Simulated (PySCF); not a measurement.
Mg(I)(SiMe3), C₃H₉IMgSi, SMILES C[Si](C)(C)[Mg][I] (GFN2-xTB optimised geometry):

```
15

Mg     0.792     0.113     0.000
I      3.439     0.113     0.000
Si    -1.670     0.086    -0.007
C     -2.311    -1.624    -0.577
C     -2.351     1.419    -1.199
C     -2.348     0.436     1.747
H     -3.398    -1.662    -0.589
H     -1.964    -1.858    -1.582
H     -1.963    -2.415     0.085
H     -2.005     1.250    -2.217
H     -2.027     2.415    -0.901
H     -3.439     1.422    -1.219
H     -2.022     1.410     2.107
H     -2.002    -0.311     2.459
H     -3.436     0.428     1.766
```

Calculation: CAM-B3LYP/def2-TZVP, def2 effective core potentials past Kr (PySCF 2.14.0).

**Question.** What are the frontier orbital energies and the dipole moment?

**Answer.** HOMO-2 -8.35 eV, HOMO-1 -8.35 eV, HOMO -7.95 eV, LUMO -0.24 eV, LUMO+1 -0.14 eV; dipole moment 3.42 D.

On the same geometry PySCF 2.14.0 with PBE/def2-TZVP, def2 effective core potentials past Kr gives HOMO-2 -6.02 eV, HOMO-1 -6.02 eV, HOMO -5.76 eV, LUMO -1.68 eV, LUMO+1 -1.64 eV; dipole moment 3.48 D.
